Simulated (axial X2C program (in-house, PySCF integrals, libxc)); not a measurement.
Which functional? An output for HfN⁻

An SCF output computed with an in-house all-electron X2C program for linear molecules (integrals from PySCF) for HfN⁻ at 1.733 Å, two-component, state Ω = 0, Hf dyall-acv3z [14s15p10d7f4g], N dyall-av3z [7s7p3d2f] (cores contracted in-house), without its first line:

```
basis functions 251  fitting functions 1256  grid points 5075
iter        total energy     max residual
   1     -15125.857176180     7.98e-01
   2     -15125.906384686     2.63e-02
   3     -15125.905989816     3.18e-02
   4     -15125.912208795     1.71e-03
   5     -15125.912400228     1.11e-03
   6     -15125.912459772     1.08e-03
   7     -15125.912488075     3.72e-04
   8     -15125.912501211     1.72e-04
   9     -15125.912506593     9.76e-05
  10     -15125.912507856     4.09e-05
  11     -15125.912508051     7.74e-06
  12     -15125.912508064     3.71e-06
  13     -15125.912508067     1.70e-06
  14     -15125.912508067     8.64e-07
converged
one-electron -21080.30988058  Coulomb 6127.77742160  exact exchange -314.56467863  xc functional 0.00000000  nuclear repulsion 153.89804634  atomic mean-field constant -12.71341679
```

Task: Which level of theory produced it?
A. PBE0
B. HF
C. BHandHLYP

Result: B. The exact-exchange term against the functional term shows a share of 1 of exact exchange.
